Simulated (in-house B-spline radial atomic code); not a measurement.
How numerical settings move a run on Cl2+, [Ne] 3s2 3p3. Computed with an all-electron radial atomic-structure program (B-spline basis): non-relativistic PBE0, spin-polarised, spherical fractional occupations, point nucleus.

Command:
```bash
python run_scf.py task.json out
```
Settings of the sound reference run:
```
Z                17
electrons        15
configuration    [Ne] 3s2 3p3
hamiltonian      nr
method           pbe0
spin_polarised   True
knot_spacing     0.22
spline_order     8
gauss_points     12
box_radius       22.22
max_iterations   70
damping          0.5
damped_steps     3
diis_vectors     10
tolerance        1e-08
start            Thomas-Fermi
```

Cost of the run: 0.12 s on 1 thread of Intel(R) Xeon(R) 6975P-C, with other jobs on the host.

It converges in 9 iterations to -458.659972 hartree, with 3p up at -34.9543 eV. The other runs change the listed settings, some to values that make no sense; their results aren't properties of the atom or ion. Radii are in bohr (the nuclear one in fm), a minus after a letter asks for a j subshell, and «unchanged» means within 1e-8 hartree. The run stops when the residual is below 10 × tolerance × max(1, Z/10), or a noise floor if that is larger, and the energy moves by less than 1e-8 × √|E| hartree; so very loose and very tight tolerances often act alike.

```tsv
changed settings	outcome
gauss_points = 3	converged in 9 iterations, energy -1.17e+05 hartree from the reference, 3p up level +7.1e+00 eV
box_radius = 0.89	converged in 8 iterations, energy +9.08e+01 hartree from the reference, 3p up level +5.2e+02 eV (the program warns: 3p up has a positive eigenvalue: unbound, held by the box; 3s up has a positive eigenvalue: unbound, held by the box)
knot_spacing = 0.1, spline_order = 10, box_radius = 4.44, max_iterations = 50, start = bare nucleus	converged in 9 iterations, energy +9.02e-03 hartree from the reference, 3p up level +2.4e-01 eV (the program warns: 3p up reaches the box edge; 3s up reaches the box edge)
hamiltonian = dirac, method = hf, nucleus = fermi, rms_radius = 3.3654, mass_number = 35, atomic_mass = 34.96885, speed_of_light = 137.036	stopped with error: spin polarisation is not served with the Dirac Hamiltonian
max_iterations = 75, diis_vectors = 1, tolerance = 1e-05	converged in 10 iterations, energy +1.39e-08 hartree from the reference, 3p up level +6.3e-04 eV
diis_vectors = 0	converged in 20 iterations, energy unchanged, 3p up level -1.0e-06 eV
box_radius = 11.11	converged in 9 iterations, energy unchanged, 3p up level -5.7e-07 eV
box_radius = 1.33	converged in 8 iterations, energy +2.17e+01 hartree from the reference, 3p up level +1.5e+02 eV (the program warns: 3p up has a positive eigenvalue: unbound, held by the box; 3s up has a positive eigenvalue: unbound, held by the box)
box_radius = 2.22	converged in 8 iterations, energy +2.15e+00 hartree from the reference, 3p up level +2.1e+01 eV (the program warns: 3p up reaches the box edge; 2s up reaches the box edge)
spline_order = 4, gauss_points = 6, first_knot = 0.176, max_iterations = 8	not converged after 8 iterations, last residual 1.2e-06, last energy +1.50e+01 hartree from the reference
box_radius = 6.67	converged in 9 iterations, energy +2.17e-05 hartree from the reference, 3p up level +1.1e-03 eV (the program warns: 3p up reaches the box edge; 3s up reaches the box edge)
electrons = 19, configuration = [Ne] 3s2 3p7, max_iterations = 50	stopped with error: shell 3p holds at most 3 electrons (per spin)
diis_vectors = 2	converged in 10 iterations, energy unchanged, 3p up level +3.0e-06 eV
```

Question: What happens with electrons = 18, configuration = [Ne] 3s2 3p3 4s3, max_iterations = 50?

Answer: Stopped with error: shell 4s holds at most 1 electrons (per spin).

Question: What happens with diis_vectors = 1?

Answer: Converged in 16 iterations, energy unchanged, 3p up level +1.0e-06 eV.

Question: What happens with diis_vectors = 20?

Answer: Converged in 9 iterations, energy unchanged.

Question: What happens with box_radius = 3.33?

Answer: Converged in 9 iterations, energy +1.47e-01 hartree from the reference, 3p up level +2.5e+00 eV (the program warns: 3p up reaches the box edge; 3s up reaches the box edge).
